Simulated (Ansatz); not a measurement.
Basis-set extrapolation for H$_{8}$OSi$_{3}$ (`O[SiH]([SiH3])[SiH3]`) (PBE0-D4/def2-TZVP geometry, frozen core, Ansatz 0.2.0). Multiplicity 1, RHF reference.

```json
{"": "HF", "def2-TZVPP": "-946.419134", "def2-QZVPP": "-946.449980"}
{"": "MP2 correlation", "def2-TZVPP": "-0.621532", "def2-QZVPP": "-0.669619"}
{"": "CCSD(T) correlation", "def2-TZVPP": "-0.710232", "def2-QZVPP": "not run"}
```

Energies in hartree. Use E(X) = E(∞) + A·exp(−7.88·√X) for Hartree–Fock and E(X) = E(∞) + B·X^(−2.97) for correlation, with X = 3 and 4, and add CCSD(T) minus MP2 of the smaller set to the MP2 limit.

Q: What is the CCSD(T) energy at the basis-set limit?

A: HF limit: -946.449980 + (-0.030846) × 0.13774 = -946.45423. MP2 limit: -0.669619 + (-0.048087) × 0.74074 = -0.70524. Higher-order term: -0.710232 − (-0.621532) = -0.08870. Total: -947.24817 hartree, 74.6 kcal/mol below CCSD(T)/def2-TZVPP.
